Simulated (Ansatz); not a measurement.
Geometry optimisation, Ansatz 0.2.0, RKS BHLYP/def2-SVP.

Input:

```yaml
crystal:
  periodic: [false, false, false]
  atoms:
    - { symbol: B, position_ang: [-0.91902, 1.75936, -1.3498] }
    - { symbol: Al, position_ang: [-0.17893, 0.29963, -0.09641] }
    - { symbol: C, position_ang: [0.10123, -0.56938, 1.62506] }
    - { symbol: "N", position_ang: [0.68895, -1.1797, 0.32026] }
    - { symbol: H, position_ang: [-0.87017, 1.64228, -2.51952] }
    - { symbol: H, position_ang: [-1.44916, 2.73288, -0.95184] }
    - { symbol: H, position_ang: [0.88815, -0.33136, 2.34728] }
    - { symbol: H, position_ang: [-0.60393, -1.25258, 2.10703] }
    - { symbol: H, position_ang: [1.22108, -2.03333, 0.42391] }
basis:
  gaussian: { orbitals: def2-SVP }
hamiltonian:
  xc: { name: BHLYP }
relax:
  f_tol: 0.015
  max_steps: 40
output:
  orbitals: {}
```

Command:

```bash
$ ansatz run input.yaml --threads 1 --pin off --max-ram 2048MiB --backend cpu --events-out ev --progress --plain --runs-dir out
```

Where does it end, and by what steps?

The forces met the threshold. After 15 steps the energy has fallen by 0.249 eV; H6 moved furthest, 1.07 Å.

```
step  energy less start (eV)  largest force component (eV/Å)  accepted
   0                  0.0000                           1.466       yes
   1                 -0.1284                           0.894       yes
   2                 -0.1616                           0.240       yes
   3                 -0.1736                           0.244       yes
   4                 -0.1785                           0.184       yes
   5                 -0.1952                           0.106       yes
   6                 -0.1936                           0.633        no
   7                 -0.2047                           0.086       yes
   8                 -0.2138                           0.137       yes
   9                 -0.2236                           0.307       yes
  10                 -0.2323                           0.295       yes
  11                 -0.2369                           0.147       yes
  12                 -0.2484                           0.054       yes
  13                 -0.2488                           0.023       yes
  14                 -0.2480                           0.076        no
  15                 -0.2488                           0.008       yes
```

```xyz
9
Properties=species:S:1:pos:R:3
B -0.927 1.734 -1.375
Al -0.237 0.322 0.028
C 0.009 -0.757 1.618
N 0.864 -0.948 0.421
H -1.797 1.475 -2.158
H -0.491 2.850 -1.414
H 0.514 -0.382 2.515
H -0.652 -1.593 1.874
H 1.597 -1.633 0.395
```

Whether the end is a true minimum wasn't checked by a vibrational analysis.

Run time: 61 s on 1 thread of Arm Neoverse V1 (shared host), peak memory 0.16 GiB.
